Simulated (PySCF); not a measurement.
# One molecule, several mistakes: GeH6Si2

These are calculations, not measurements. They come from PySCF 2.14.0, an open-source quantum chemistry program, on an isolated molecule that a program drew, which may never have been made. The molecule is GeH6Si2 (charge 0, singlet), drawn as the SMILES string `[SiH3][SiH2][GeH]`.

Each row is a Hartree-Fock (HF) and frozen-core CCSD(T) single point in the cc-pV(D+d)Z basis, meant for a local HF minimum. Run 1 is clean. Each other run has one planted mistake out of seven kinds, and not every kind appears here: one electron removed, one electron added, multiplicity raised by two, geometry at a saddle point, minimal basis STO-3G, one bond length entered in bohr, all coordinates scaled. The reference is restricted for singlets and unrestricted otherwise, and also for a bond in bohr. Adding or removing an electron swaps singlet and doublet. Electrons count all cores. HOMO and LUMO are orbital energies over both spins, the gradient is its largest component, and the lowest frequency (negative if imaginary) is given only where the gradient is small. Bond lengths are over the 8 bonds as drawn. T1 is the CCSD diagnostic: over 0.02 (restricted) or 0.045 (unrestricted) a single reference is doubtful. Germanium has the cc-pVDZ-PP basis, with a core potential (ECP10MDF) in place of its 10 inner electrons, and its 3s, 3p and 3d shells are frozen in CCSD(T).

Geometry of the clean run:
```xyz
9
GeH6Si2, angstrom
Si    1.8234    0.5189    0.5175
Si   -0.4552    0.9505    1.0173
Ge   -0.6938    2.4370    2.9927
H     2.4462   -0.2535    1.6194
H     1.9601   -0.2485   -0.7441
H     2.5630    1.7980    0.3695
H    -1.1293   -0.3494    1.2873
H    -1.0965    1.5453   -0.1852
H    -0.0326    1.3468    3.9330
```

| run | electrons | basis functions | <S^2> | HOMO (eV) | LUMO (eV) | gradient (hartree/bohr) | lowest frequency (cm^-1) | mean bond (Å) | longest bond (Å) | T1 | HF (hartree) | CCSD(T) (hartree) | mistake |
|---|---|---|---|---|---|---|---|---|---|---|---|---|---|
| 1 | 66 | 99 | 0.000 | -8.51 | -0.13 | 1.1e-05 | 69 | 1.7334 | 2.484 | 0.0152 | -874.70247 | -875.06059 | no fault |
| 2 | 67 | 99 | 0.762 | -1.73 | 6.63 | 1.9e-02 | - | 1.7334 | 2.484 | 0.0151 | -874.73578 | -875.10453 | one electron added |
| 3 | 66 | 99 | 1.141 | -8.70 | 0.05 | 8.1e-03 | - | 1.8983 | 2.802 | 0.0739 | -874.59477 | -874.94014 | one bond length entered in bohr |
| 4 | 66 | 99 | 2.015 | -7.90 | -0.53 | 3.1e-02 | - | 1.7334 | 2.484 | 0.0167 | -874.68047 | -875.02151 | multiplicity raised by two |
| 5 | 66 | 99 | 0.000 | -8.44 | -0.03 | 4.5e-02 | - | 1.6190 | 2.320 | 0.0153 | -874.66806 | -875.02550 | ? |
| 6 | 65 | 99 | 0.779 | -15.51 | -6.64 | 4.1e-02 | - | 1.7334 | 2.484 | 0.0201 | -874.42512 | -874.75635 | ? |

**Which mistake was planted in run 5, and what did it cost?**

The mean and the longest bond both change by the same factor, 0.934, and the gradient is no longer small. So the mistake is: all coordinates scaled. Subtracting run 1 and multiplying by 627.51 kcal/mol a hartree, the energy moved by 21.6 kcal/mol in HF and 22.0 kcal/mol in CCSD(T).

**Which mistake was planted in run 6, and what did it cost?**

It counts 65 electrons, one fewer than the clean run, at the same geometry and basis. So the mistake is: one electron removed. Subtracting run 1 and multiplying by 627.51 kcal/mol a hartree, the energy moved by 174.0 kcal/mol in HF and 190.9 kcal/mol in CCSD(T).

Cautions from the logs. Run 3: T1 is over the limit, so its CCSD(T) energy is less reliable.
